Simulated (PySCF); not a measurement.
RbCl, SMILES [Cl][Rb]. Geometry optimised at B3LYP-D3(BJ)/def2-TZVPD. The def2 effective core potentials stand for the cores of Rb; spin–orbit coupling is left out.

Computed with B3LYP-D3(BJ)/def2-TZVPD (PySCF 2.14.0).

Harmonic wavenumbers (cm⁻¹): 219. Rotational constants (GHz): 2.439 (linear); symmetry number 1.

Q: Work out the zero-point energy and the ideal-gas rigid-rotor harmonic-oscillator thermochemistry at 298.15 K and 1 atm.

A: ZPE = ½ Σ hcν = ½ × 219 cm⁻¹ = 1.31 kJ/mol. H − E(el) = 11.38 kJ/mol. Entropy in J/(mol K): translation 168.55, rotation 73.52, vibration 8.23, total 250.30. G − E(el) = -63.25 kJ/mol. Cp = 36.68 J/(mol K).
